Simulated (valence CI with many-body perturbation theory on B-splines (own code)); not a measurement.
## S¹¹⁺: magnetic and hyperfine properties of the levels

Calculated by valence CI with perturbative core correlation (CI+MBPT): three valence electrons over a frozen Dirac-Fock core [He], a basis of 11 s, 11 p, 10 d, 8 f, 5 g, 2 h functions for each j, with the one-electron correlation potential Σ1, the two-electron term Σ2, the three-electron term Σ3, Breit, model QED; selected CI, second order for the rest, scaled by the run's own slope (own B-spline code, finite nucleus).

No measured levels were compared; by estimate levels of excited configurations hold to 0.05 to 0.15 % of their energy, terms of the ground configuration to about 0.5 %.

A/g_I is the dipole constant over the nuclear g factor μ/I (μ in nuclear magnetons, uniformly magnetised nucleus), B/Q the quadrupole constant per barn. Both hold the static response of the core; the bare values leave it out. Large factors of s and p1/2 electrons are usually good to 5 to 10 %; those of open d and f shells near neutrality can be off by tens of per cent, and small factors of p3/2, d and f electrons come from cancelling terms and can be off by a factor of two or in sign, in half-filled shells by more. B is blank for J = 1/2, where it vanishes, and for nearly pure S terms. Energies count from the lowest level.

Names give the largest LS component (configuration and term), which can be under half, so a name can repeat, a term be missing and a line seem to break the LS rules; names also repeat where a configuration has a term twice. Letters in brackets count levels of one name in rising energy.

```tsv
Level	E (cm⁻¹)	g	A/g_I (MHz)	A/g_I bare	B/Q (MHz/b)	B/Q bare
2s²2p ²P°_1/2	0	0.664	29800	29000		
2s²2p ²P°_3/2	13141	1.333	5760	6300	10400	10400
2s2p² ⁴P_1/2	193760	2.667	50300	50200		
2s2p² ⁴P_3/2	198560	1.733	23500	23600	8420	8490
2s2p² ⁴P_5/2	205270	1.599	24800	24800	-10600	-10700
2s2p² ²D_3/2	346840	0.800	-6600	-5750	14700	14800
2s2p² ²D_5/2	347110	1.200	28400	27500	21000	21100
2s2p² ²S_1/2	439900	1.882	90600	86600		
2s2p² ²P_1/2	465050	0.785	24200	22600		
2s2p² ²P_3/2	471710	1.332	-4190	-2730	-10700	-10700
2p³ ⁴S°_3/2	610040	1.999	-2810	-32.1		
2p³ ²D°_3/2	690040	0.806	7060	6600	2910	2940
2p³ ²D°_5/2	690560	1.199	9750	10300	-177	-179
2p³ ²P°_1/2	774310	0.664	30000	28900		
2p³ ²P°_3/2	776080	1.328	4760	5680	-2590	-2610
2s²3s ²S_1/2	2557100	2.002	27400	26500		
2s²3p ²P°_1/2	2653700	0.665	6990	6830		
2s²3p ²P°_3/2	2657300	1.334	3010	3120	3110	3130
2s²3d ²D_3/2	2747200	0.799	957	950	494	511
2s²3d ²D_5/2	2748200	1.200	305	310	697	722
2s2p3s ⁴P°_1/2	2758200	2.665	61400	59600		
2s2p3s ⁴P°_3/2	2762400	1.731	38700	37800	-8720	-8790
2s2p3s ⁴P°_5/2	2770500	1.600	29200	28600	11000	11000
2s2p3s ²P°_1/2 [a]	2805200	0.668	8290	8440		
2s2p3s ²P°_3/2 [a]	2814100	1.335	27400	27000	10600	10700
2s2p3p ⁴D_1/2	2844200	0.268	-9330	-8870		
2s2p3p ⁴D_3/2	2848000	1.250	25900	25400	-4020	-4050
2s2p3p ²P_1/2 [a]	2852100	0.405	-24200	-23500		
2s2p3p ²P_3/2 [a]	2853700	1.303	18800	18400	-3840	-3870
2s2p3p ⁴D_5/2	2854800	1.372	18500	18300	3630	3660
2s2p3p ⁴D_7/2	2862000	1.429	17700	17500	13900	14000
2s2p3p ⁴S_3/2	2872700	1.960	32600	32100		
2s2p3p ⁴P_1/2	2883000	2.660	56600	55500		
2s2p3p ⁴P_3/2	2887300	1.741	27500	27100	6070	6110
2s2p3p ⁴P_5/2	2890700	1.586	24000	23600	-4970	-5010
2s2p3p ²D_3/2 [a]	2895800	0.812	2200	2220	10500	10600
2s2p3p ²D_5/2 [a]	2904200	1.212	15600	15400	13300	13400
2s2p3d ⁴F°_3/2	2925600	0.409	-11300	-10900	4220	4270
2s2p3d ⁴F°_5/2	2928100	1.035	6710	6630	2980	3020
2s2p3p ²S_1/2 [a]	2930100	1.996	40200	40300
```

(1) Take the isotope of mass number 33, with I = 3/2, μ = 0.64325 μN, leaving out the quadrupole term. What is the hyperfine structure of 2s2p² ²S_1/2?

Answers

(1) From the table A = 38800 MHz. Shifts from the centre of gravity in MHz: F = 1: -48500, F = 2: 29100.
